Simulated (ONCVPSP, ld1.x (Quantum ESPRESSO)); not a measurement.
## Pseudopotentials across the periodic table

Generated with ld1.x 7.5 (TM, RRKJ, ultrasoft, PAW), atompaw 4.2 or ONCVPSP 4.0.1. The cutoff is in Ry: for ld1.x and atompaw files where the sum of valence levels is converged to 10 mRy in a Bessel basis, for ONCV files where the hardest occupied wave has 1 mHa per electron of residual kinetic energy. The error is the largest all-electron minus pseudo excitation energy over each file’s own four to seven test configurations (ionisations up to +4, promotions, holes and added fractions of an electron), all of which were solved. The labels leave out finer settings (local radius, basis sizes, second energies), which also bear on the numbers. Spin-polarised tests are not counted. The rows are a selection from randomly drawn settings: files with unsolved tests, undetermined cutoffs or missed reference levels are left out.

A true bound ghost makes a file unfit for plane-wave use even where its test errors are small: the radial tests pick states by their node count and pass the ghost by.

```csv
element,potential,cutoff (Ry),largest error (meV),bound ghosts
O,"ONCV, PBEsol, non-relativistic, rc 0.80/1.25/1.30 (spd), local smoothed, core correction no, reference 2s1.75 2p4.25, qcut 10.2/8.7/8.1, projectors 2/1/2",85,+95,none
Nb,"ONCV, PBE, scalar-relativistic, rc 1.90/2.10/2.25 (spd), local smoothed, core correction yes, reference 4s2 4p6 4d3 5s2, qcut 8.4/8/7.1, projectors 2/3/3",36,-6.9,none
Nb,"ONCV, PBEsol, scalar-relativistic, rc 2.35/2.15/1.60 (spd), local smoothed, core correction yes, reference 4p6 4d4, qcut 2.7/7.9/6.6, projectors 1/2/3",36,+78,s
Cd,"ONCV, PBE, fully relativistic, rc 1.35/1.00/1.10 (spd), local smoothed, core correction yes, reference 4s2 4p6 4d10, qcut 11.8/8.7/7.8, projectors 2/2/2",230,+11,none
I,"ONCV, LDA (Perdew-Wang 92), scalar-relativistic, rc 1.45/2.20/1.05 (spd), local smoothed, core correction yes, reference 4d10 5s2 5p5, qcut 4.1/3.7/14.5, projectors 2/2/2",142,-14,s
Ir,"ONCV, PBE, scalar-relativistic, rc 1.50/2.10/2.35 (spd), local smoothed, core correction yes, reference 5s2 5p6 5d7 6s1.5 6p0.5, qcut 9.2/8.1/7.2, projectors 3/2/2",58,-6.9,none
```

Q: Fill in the row for Se: RRKJ, PBE, fully relativistic, rc 1.65/1.95/1.55 (spd), local s, core correction no, reference 4s2 4p3.75.

A: cutoff 40 Ry, largest error -37 meV, bound ghosts: p1/2, d3/2, d5/2.

Q: Fill in the row for Cl: PAW, revPBE, non-relativistic, rc 1.40/1.25 (sp), local smoothed, core correction yes, reference 3s2 3p5.

A: cutoff 18 Ry, largest error -70 meV, bound ghosts: none.

Q: Fill in the row for O: ONCV, PBE, scalar-relativistic, rc 0.85/1.50/1.35 (spd), local smoothed, core correction yes, reference 2s2 2p4, qcut 8.3/7.5/6.5, projectors 2/1/1.

A: cutoff 134 Ry, largest error +1225 meV, bound ghosts: none.
